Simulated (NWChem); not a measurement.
# AlH₂SOF; SMILES [OH][Al]([F])[SH]

```xyz
6

Al    -0.0177    -0.4420     0.0000
F     -1.4318    -1.3108     0.0000
O      1.4896    -1.2023     0.0000
H      1.6570    -2.1458     0.0000
S     -0.1063     1.7187     0.0000
H      1.2437     1.8084     0.0000
```
Atoms are numbered in this order, from 1.

All runs: NWChem. Pople sets run with spherical d functions. Coordinates come from a PBE0/def2-SVP optimisation.

Question: What does the run give for Hartree-Fock/6-31G*? Quantities: highest occupied level (eV); orbital gap (eV); dipole (D).

Answer: 
```json
{
 "highest occupied level (eV)": "-10.70",
 "orbital gap (eV)": "13.00",
 "dipole (D)": "2.27"
}
```
